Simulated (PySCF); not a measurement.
# ORD: `O[C@H]1C[C@]12CCOC2`, C₆H₁₀O₂

Molfile (atoms numbered from 1):
```
C6H10O2
     RDKit          3D

 18 19  0  0  0  0  0  0  0  0999 V2000
   -2.2888    0.7911    1.0469 O   0  0  0  0  0  0  0  0  0  0  0  0
   -1.6429   -0.2336    0.3659 C   0  0  1  0  0  0  0  0  0  0  0  0
   -1.4161   -0.0567   -1.1060 C   0  0  0  0  0  0  0  0  0  0  0  0
   -0.2479   -0.0319   -0.1662 C   0  0  2  0  0  0  0  0  0  0  0  0
    0.8016   -1.1324   -0.1013 C   0  0  0  0  0  0  0  0  0  0  0  0
    2.0974   -0.3380    0.1327 C   0  0  0  0  0  0  0  0  0  0  0  0
    1.7068    0.8762    0.7370 O   0  0  0  0  0  0  0  0  0  0  0  0
    0.5073    1.2632    0.1045 C   0  0  0  0  0  0  0  0  0  0  0  0
   -1.8955    0.8877    1.9226 H   0  0  0  0  0  0  0  0  0  0  0  0
   -1.9004   -1.2314    0.7204 H   0  0  0  0  0  0  0  0  0  0  0  0
   -1.7276    0.8845   -1.5318 H   0  0  0  0  0  0  0  0  0  0  0  0
   -1.5502   -0.9096   -1.7527 H   0  0  0  0  0  0  0  0  0  0  0  0
    0.6051   -1.8092    0.7321 H   0  0  0  0  0  0  0  0  0  0  0  0
    0.8484   -1.7170   -1.0189 H   0  0  0  0  0  0  0  0  0  0  0  0
    2.5972   -0.1348   -0.8261 H   0  0  0  0  0  0  0  0  0  0  0  0
    2.8002   -0.8307    0.8043 H   0  0  0  0  0  0  0  0  0  0  0  0
   -0.0266    1.9467    0.7677 H   0  0  0  0  0  0  0  0  0  0  0  0
    0.7232    1.7825   -0.8428 H   0  0  0  0  0  0  0  0  0  0  0  0
  1  2  1  0
  2  3  1  0
  4  3  1  6
  4  5  1  0
  5  6  1  0
  6  7  1  0
  7  8  1  0
  4  2  1  0
  8  4  1  0
  1  9  1  0
  2 10  1  6
  3 11  1  0
  3 12  1  0
  5 13  1  0
  5 14  1  0
  6 15  1  0
  6 16  1  0
  8 17  1  0
  8 18  1  0
M  END
```

The calculation used TDDFT CAM-B3LYP/def2-SVPD circular dichroism and optical rotation, one conformer, gas phase in PySCF 2.14.0. Geometry: GFN2-xTB.

The molecule is flexible and this is one conformer; a measurement averages over conformers.

Stereocentres: C2 S, C4 S.

Problem. What is the specific rotation at 633, 589.3, 546, 436, 405, 365, 355 nm?

Solution. [α] in deg dm⁻¹ (g/mL)⁻¹:
| λ (nm) | origin-invariant length gauge | modified velocity gauge | length gauge (centre of mass) | isotropic polarisability (au) |
| --- | --- | --- | --- | --- |
| 633 | +32.1 | +44.9 | +31.4 | 75.5 |
| 589.3 | +37.7 | +52.5 | +36.9 | 75.7 |
| 546 | +44.8 | +62.3 | +43.9 | 76.0 |
| 436 | +76.5 | +105.4 | +74.8 | 77.1 |
| 405 | +92.0 | +126.3 | +89.9 | 77.6 |
| 365 | +120.6 | +164.7 | +117.8 | 78.5 |
| 355 | +129.9 | +177.2 | +127.0 | 78.7 |

Problem. And for the mirror image at 589.3 nm?

Solution. -37.7 deg dm⁻¹ (g/mL)⁻¹ (origin-invariant length gauge): the same size and the opposite sign.

Problem. What is the molar rotation [Φ] = [α]·M/100 of the geometry above at 589.3 nm?

Solution. With M = 114.14 g/mol, +43.0 deg cm² dmol⁻¹ (origin-invariant length gauge).

The first excitation lies at 6.79 eV (183 nm) with R = -10.6 × 10⁻⁴⁰ esu² cm² (velocity form).
